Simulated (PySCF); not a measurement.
CH5ClFNOSi, SMILES CO[Si](N)(F)Cl. Coordinates come from a PBE-D3(BJ)/def2-SVP optimisation. This is a generated structure with no PubChem entry under its InChIKey; it may be hypothetical. The values are those of a single conformer.

Computed equilibrium geometry at PBE-D3(BJ)/def2-SVP (PySCF confirms it by a frequency run) as Cartesian coordinates in Å (one conformer of several):
```xyz
11

C     -1.9696    -0.4116    -1.3330
O     -1.1972     0.6018    -0.7072
Si     0.2937     0.3223    -0.0536
N      1.3936    -0.2655    -1.2269
F      0.6948     1.7525     0.6098
Cl     0.2378    -1.0720     1.4713
H     -1.3830    -0.9651    -2.0997
H     -2.3500    -1.1466    -0.5895
H     -2.8379     0.0678    -1.8275
H      2.2135    -0.7983    -0.9299
H      1.5886     0.2952    -2.0599
```
Charge 0, spin multiplicity 1.
